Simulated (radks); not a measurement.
Er2.25+, configuration [Kr] 4d10 4f(up 6, down 6) 5p6 5s(up 1, down 0.75) (fractional occupations, a model configuration).

Method: scalar-relativistic Kohn-Sham, r2SCAN, spin-polarised, spherical densities, finite nucleus; meta-GGA in the generalised Kohn-Sham scheme; Fermi nuclear charge, rms radius 5.2516 fm; computed with a radial shooting solver on a logarithmic mesh with Libxc functionals.

Energy parts (eV):
part                      energy
total                 -356062.94
kinetic                385979.66
electron-nucleus      -872651.49
Hartree                138164.61
exchange-correlation    -7555.71

Orbitals (lengths in bohr, moments of r in powers of bohr; <r^-3> diverges for s and p1/2; r(max) is where P^2 peaks; r(90%) holds 90 % of the orbital's charge):
| orbital | occ. | eigenvalue (eV) | <r^-3> | r(90%) | r(max) |
|---|---|---|---|---|---|
| 1s up | 1 | -57462.52 | - | 0.0369 | 0.01286 |
| 1s down | 1 | -57462.49 | - | 0.0369 | 0.01286 |
| 2s up | 1 | -9691.681 | - | 0.134 | 0.07320 |
| 2s down | 1 | -9691.667 | - | 0.134 | 0.07320 |
| 2p up | 3 | -8570.986 | 14320 | 0.125 | 0.05956 |
| 2p down | 3 | -8570.968 | 14320 | 0.125 | 0.05956 |
| 3s up | 1 | -2193.921 | - | 0.330 | 0.2069 |
| 3s down | 1 | -2193.905 | - | 0.330 | 0.2069 |
| 3p up | 3 | -1851.283 | 3097 | 0.335 | 0.2037 |
| 3p down | 3 | -1851.265 | 3097 | 0.335 | 0.2037 |
| 3d up | 5 | -1422.098 | 409.3 | 0.317 | 0.1665 |
| 3d down | 5 | -1422.078 | 409.3 | 0.317 | 0.1666 |
| 4s up | 1 | -451.7212 | - | 0.730 | 0.4741 |
| 4s down | 1 | -451.6697 | - | 0.730 | 0.4741 |
| 4p up | 3 | -338.5561 | 691.9 | 0.784 | 0.4954 |
| 4p down | 3 | -338.5029 | 692.0 | 0.784 | 0.4955 |
| 4d up | 5 | -186.2839 | 77.05 | 0.878 | 0.5122 |
| 4d down | 5 | -186.2110 | 77.08 | 0.878 | 0.5122 |
| 4f up | 6 | -20.9220 | 10.64 | 1.41 | 0.5108 |
| 4f down | 6 | -20.7902 | 10.66 | 1.41 | 0.5107 |
| 5s up | 1 | -71.5396 | - | 1.81 | 1.114 |
| 5s down | 0.75 | -71.1072 | - | 1.81 | 1.115 |
| 5p up | 3 | -45.2172 | 87.22 | 2.15 | 1.272 |
| 5p down | 3 | -44.8885 | 86.56 | 2.16 | 1.273 |

The highest occupied level is 4f down at -20.790 eV. The spin density at the nucleus is 106.7 e/bohr^3 (1s 0.5, 2s 0.2, 3s 0.2, 4s 0.3, 5s 105.4).
